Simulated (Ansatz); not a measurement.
The cluster Li₂I₂⁻. Total charge -1; doublet. Geometry r2SCAN-D4/def2-TZVPD.

```xyz
4

Li    0.811    0.711    1.210
Li   -0.823   -0.722   -1.195
I    -2.082   -1.828   -3.081
I     2.094    1.838    3.066
```

In the def2 sets I takes a core potential; there is no spin–orbit coupling. Another isomer (doublet) lies 0.14 eV lower at PBE0-D4/def2-TZVPD; other spin states weren't run for this one.

(1) Estimate the α-spin orbital energies around the gap (eV) in Ansatz with PBE-D4/def2-TZVPD, r2SCAN-D4/def2-TZVPD, PBE0-D4/def2-TZVPD, BHLYP-D4/def2-TZVPD, ωB97X-V/def2-TZVPD.

Answers

(1) 
| orbital | PBE-D4/def2-TZVPD | r2SCAN-D4/def2-TZVPD | PBE0-D4/def2-TZVPD | BHLYP-D4/def2-TZVPD | ωB97X-V/def2-TZVPD |
| --- | --- | --- | --- | --- | --- |
| HOMO−9 | -44.38 | -45.40 | -47.74 | -50.98 | -50.05 |
| HOMO−8 | -12.43 | -12.99 | -14.33 | -16.10 | -17.23 |
| HOMO−7 | -12.43 | -12.99 | -14.33 | -16.10 | -17.23 |
| HOMO−6 | -2.93 | -3.18 | -4.02 | -4.94 | -6.24 |
| HOMO−5 | -2.92 | -3.17 | -4.01 | -4.93 | -6.22 |
| HOMO−4 | -2.34 | -2.59 | -3.39 | -4.29 | -5.59 |
| HOMO−3 | -2.34 | -2.59 | -3.39 | -4.29 | -5.59 |
| HOMO−2 | -2.33 | -2.59 | -3.39 | -4.28 | -5.58 |
| HOMO−1 | -2.33 | -2.59 | -3.39 | -4.28 | -5.58 |
| HOMO | -0.65 | -0.78 | -1.37 | -1.88 | -3.12 |
| LUMO | 1.60 | 1.81 | 2.04 | 2.60 | 3.24 |
| LUMO+1 | 1.60 | 1.81 | 2.04 | 2.60 | 3.24 |
| LUMO+2 | 2.07 | 2.56 | 2.46 | 2.75 | 3.37 |
| LUMO+3 | 2.40 | 2.91 | 2.76 | 2.99 | 3.60 |
| LUMO+4 | 2.94 | 3.33 | 3.25 | 3.51 | 4.05 |
| LUMO+5 | 3.02 | 3.57 | 3.37 | 3.62 | 4.23 |
| β HOMO | -2.33 | -2.59 | -3.39 | -4.28 | -5.58 |
| β LUMO | 0.69 | 0.93 | 1.24 | 1.79 | 3.22 |
